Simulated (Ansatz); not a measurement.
`C[SiH](O)[O][GeH2][OH]` + H₂O → `[OH][GeH2][O][SiH](O)O` + CH₄  (formal hydrolysis of the Si–C bond)

Program: Ansatz. Geometries: PBE0-D4/def2-TZVP. ΔE: electronic, gas phase. CCSD(T)/CBS is the MP2 limit (def2-TZVPP, def2-QZVPP) plus CCSD(T) − MP2 in def2-TZVPP, frozen cores. This one scheme is used for every species. Functionals use def2-TZVPP. B3LYP here is the variant with VWN-RPA as its local correlation; programs differ in this. For Ge outer-core shells are correlated without core-valence functions, which leaves a few kJ/mol of doubt a bond. Scalar relativity is left out up to krypton. One conformer a species, not always the lowest.

**Question.** Is it downhill or uphill in electronic energy at CCSD(T)/CBS, and by how much? (An estimate is asked.)

**Answer.** The calculation gave: Downhill: ΔE = -1.23 eV.

**Question.** What do these levels give: PBE-D4, r2SCAN-D4, B3LYP-D4, ωB97M-V, B2PLYP, PBE, B3LYP, SCS-MP2/def2-TZVPP, MP2/def2-QZVPP, SCS-MP2/def2-QZVPP, MP2/CBS(def2), CCSD/CBS(def2)? (An estimate is asked.)

**Answer.** The calculation gave: PBE-D4 -1.14, r2SCAN-D4 -1.27, B3LYP-D4 -1.27, ωB97M-V -1.24, B2PLYP -1.31, PBE -1.18, B3LYP -1.32, SCS-MP2/def2-TZVPP -1.29, MP2/def2-QZVPP -1.24, SCS-MP2/def2-QZVPP -1.28, MP2/CBS(def2) -1.23, CCSD/CBS(def2) -1.25 eV.

Largest T1 diagnostic among the species: 0.012.

In def2-TZVPP, CCSD(T) changes the Hartree–Fock value by +0.21 eV (the triples alone add +0.02 eV) and MP2 by +0.20 eV. From PBE to PBE0 (25 % exact exchange), in def2-TZVPP and without D4, ΔE moves by −0.03 eV. The D4 term adds +0.06 eV with B3LYP and +0.03 eV with PBE0; it sums over pairs of atoms, weighted by their polarisabilities, and B3LYP, whose exchange is more repulsive, gets the larger term.
